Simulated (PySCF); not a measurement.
Work out the structure from these simulated measurements.

Formula: C10H12.

| Item | Value |
| --- | --- |
| Dipole | 0.66 D [CAM-B3LYP/def2-SVPD] |
| Triplet | lowest triplet excitation (Tamm–Dancoff): 3.36 eV [TDA CAM-B3LYP/def2-SVPD] |
| UV, first state | lowest singlet excitation: 5.04 eV (246 nm, f = 0.017) [TDDFT CAM-B3LYP/def2-SVPD] |
| 1H NMR | chemical shifts (computed TMS as zero) by class: 7.23 (1 H), 7.00 (1 H), 6.90 (1 H), 6.89 (1 H), 5.53 (1 H), 5.15 (1 H), 2.33 (3 H), 2.12 (3 H) ppm [GIAO KT2/pcSseg-1] |
| Valence photoelectron | vertical ionisation energy: 8.19 eV [ΔSCF CAM-B3LYP/def2-SVPD] |
| Rotational structure | rotational constants A, B, C: 2.425, 0.951, 0.703 GHz [PBE0-D3(BJ)/def2-SVP] |
| UV, strongest line | among the 10 lowest singlet transitions: S4 at 6.36 eV (195 nm, f = 0.358) [TDDFT CAM-B3LYP/def2-SVPD] |
| Polarisability | 120.6 au [CAM-B3LYP/def2-SVPD] |
| 13C NMR | chemical shifts (computed TMS as zero) by class: 141.9 (1 C), 135.4 (1 C), 132.0 (1 C), 123.2 (1 C), 122.7 (1 C), 120.0 (1 C), 117.4 (1 C), 109.2 (1 C), 23.6 (1 C), 23.3 (1 C) ppm [GIAO KT2/pcSseg-1] |

Electronic properties: PySCF, gas phase, density fitting. Levels stand in brackets. One conformer (not necessarily the lowest) at the PBE0-D3(BJ)/def2-SVP geometry, without solvent, vibrations or thermal averaging. NMR values are class means; diastereotopic atoms form classes of their own.

**Question.** Propose a structure and show how it fits.

**Answer.** Numbering: `[CH2:1]=[C:2]([CH3:3])[c:4]1[cH:5][cH:6][cH:7][c:8]([CH3:9])[cH:10]1`. Its formula, C10H12, gives 5 degrees of unsaturation: 1 ring and 4 π bonds in the structure found (Kekulé form). 10 carbons fall into 10 classes; from least to most shielded: fully substituted alkene carbon [C2] (141.9 ppm), substituted aromatic carbon [C4] (135.4 ppm), substituted aromatic carbon [C8] (132.0 ppm), aromatic CH carbon [C7] (123.2 ppm), aromatic CH carbon [C6] (122.7 ppm), aromatic CH carbon [C10] (120.0 ppm), aromatic CH carbon [C5] (117.4 ppm), terminal =CH2 carbon [C1] (109.2 ppm), benzylic-type carbon [C9] (23.6 ppm), allylic carbon [C3] (23.3 ppm). Hydrogen classes from least to most shielded: 1 H on an aromatic CH carbon, C5 (7.23 ppm), 1 H on an aromatic CH carbon, C6 (7.00 ppm), 1 H on an aromatic CH carbon, C7 (6.90 ppm), 1 H on an aromatic CH carbon, C10 (6.89 ppm), 1 H on a terminal =CH2 carbon, C1 (5.53 ppm), 1 H on a terminal =CH2 carbon, C1 (5.15 ppm), 3 H on a benzylic-type carbon, C9 (2.33 ppm, a mean of values up to 0.5 ppm apart in this geometry), 3 H on an allylic carbon, C3 (2.12 ppm, a mean of values up to 0.6 ppm apart in this geometry). The first electron is taken from the HOMO, whose largest Löwdin shares are 0.20 on the terminal =CH2 carbon, 0.15 on an aromatic CH carbon, 0.14 on the fully substituted alkene carbon and 0.13 on a substituted aromatic carbon. The optimised geometry has point group C1 and is an asymmetric top. Structure: `C=C(C)c1cccc(C)c1`. Computed isomers that give other values at the same levels: `CC(C)=Cc1ccccc1` (rotational constant A: 3.377 GHz; this holds for the one conformer computed); `C#C[C@@H]1C[C@H]2C=C[C@@H]1CC2` (smallest rotational constant: 1.139 GHz; this holds for the one conformer computed); `C#C/C=C/[C@]12CC[C@H](C1)C2` (rotational constant A: 4.188 GHz; this holds for the one conformer computed). The assignments are read from this structure; whether some other isomer fits the data as well wasn't checked.

Shape of the structure used: `[CH2:1]=[C:2]([CH3:3])[c:4]1[cH:5][cH:6][cH:7][c:8]([CH3:9])[cH:10]1`: C1–C2–C4–C5 26°.
